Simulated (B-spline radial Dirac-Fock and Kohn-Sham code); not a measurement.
Dipole and non-dipole photoemission parameters of Nb³⁺ 4p3/2

System: Nb³⁺, 1s2 2s2 2p6 3s2 3p6 3d10 4s2 4p6 4d2; threshold 70.40 eV (orbital energy of the model). Calculated with a radial finite-basis atomic code, using Dirac-Hartree-Slater photoionisation with a Latter tail; cross sections with all multipoles, angular parameters from the dipole term and its interference with E2.

For linearly polarised light dσ/dΩ = σ/(4π) [1 + β P₂(cos θ) + (δ + γ cos²θ) sin θ cos φ], with θ from the polarisation vector and φ the angle between the beam and the projection of the electron momentum on the plane normal to the polarisation.

```
hν (eV)  σ (kb)       β       γ       δ
   82.7     413  -0.113   0.302  -0.043
   86.2     387  -0.221   0.247  -0.037
   86.9     382  -0.238   0.235  -0.035
    100     325  -0.290   0.026  -0.002
    105     316  -0.234  -0.019   0.007
    150     267   0.507   0.009   0.033
    248     180   1.209   0.181   0.013
    339     127   1.437   0.153   0.004
    400     102   1.520   0.114   0.001
    408    99.8   1.529   0.109   0.001
    449    87.3   1.566   0.084   0.000
    454    86.0   1.569   0.081   0.000
    589    58.5   1.638   0.017   0.000
    600    56.8   1.642   0.013   0.000
   1000    23.8   1.691  -0.018   0.001
   1730    8.02   1.657   0.141   0.006
   1980    5.98   1.638   0.210   0.007
   2330    4.15   1.610   0.308   0.010
   2470    3.62   1.598   0.346   0.011
   2870    2.54   1.566   0.452   0.015
 2984.4    2.31   1.556   0.481   0.016
 5414.7       ?       ?       ?       ?
   6940   0.249   1.289   1.204   0.068
   7230   0.221   1.273   1.241   0.072
   7720   0.183   1.247   1.300   0.079
  10200  0.0806   1.129   1.545   0.116
  13200  0.0365   1.010   1.754   0.160
  15000  0.0244   0.949   1.850   0.187
```

Q: Give the values at Cr Kα (5414.7 eV).

A: σ = 0.497 kb, β = 1.381, γ = 0.981, δ = 0.046.
